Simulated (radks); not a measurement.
Numerical settings for neutral krypton, [Kr]. Calculated with a radial shooting solver on a logarithmic mesh with Libxc functionals: non-relativistic Kohn-Sham, r2SCAN, spin-unpolarised, spherical densities, point nucleus; meta-GGA in the generalised Kohn-Sham scheme. The defaults (mesh step 0.008 in ln r, mesh end at 40 bohr or more with all orbitals vanishing there, Anderson mixing 0.5 over 9 steps, residual threshold near 1e-9 with the energy settled to 1e-9 hartree or 1e-11 of itself, here a cap of 58 iterations) give E = -2753.805 hartree and 4p at -9.682 eV in 12 iterations. Run on one thread of a shared host, so times are rough (Arm Neoverse N1): 0.11 s of CPU time, 0.11 s wall, 12 iterations on 2669 mesh points. Changes against that run (0 stands for a change within the tolerance of the run):

mesh step in ln r 0.12: iterations 2; converged no; E (mhartree) diverged; CPU (s) 0
mesh step in ln r 0.003: iterations 12; converged yes; E (mhartree) 0; e(4p) (meV) 0; CPU (s) 0.27
mesh step in ln r 0.005: iterations 12; converged yes; E (mhartree) 0; e(4p) (meV) 0; CPU (s) 0.17
mesh end (bohr) 400: iterations 12; converged yes; E (mhartree) 0; e(4p) (meV) 0; CPU (s) 0.11
mesh end (bohr) 3: iterations 10; converged level above zero; E (mhartree) +1.29e+03; e(4p) (meV) +1.32e+04; CPU (s) 0.07
residual threshold 1e-05: iterations 10; converged yes; E (mhartree) 0; e(4p) (meV) +0.113; CPU (s) 0.1
residual threshold 0.001: iterations 9; converged yes; E (mhartree) 0; e(4p) (meV) +0.896; CPU (s) 0.09
mixing 0.2: iterations 12; converged yes; E (mhartree) 0; e(4p) (meV) -0.0182; CPU (s) 0.11
linear mixing, mixing 0.05: iterations 58; converged no; E (mhartree) +0.365; e(4p) (meV) -216; CPU (s) 0.4
linear mixing, mixing 1: iterations 58; converged no; E (mhartree) +2.23e+05; e(4p) (meV) +9.69e+03; CPU (s) 1.1
mixing history 2: iterations 13; converged yes; E (mhartree) 0; e(4p) (meV) -0.01; CPU (s) 0.11
iteration cap 3: iterations 3; converged no; E (mhartree) +3.81; e(4p) (meV) +314; CPU (s) 0.03

Settled on a wrong energy, with an occupied level pushed above zero by the early mesh end: mesh end (bohr) 3 (+1.29 hartree). Apart from these: no run marked as converged misses the energy by more than 1 mhartree. A mesh that ends early acts as a hard wall.
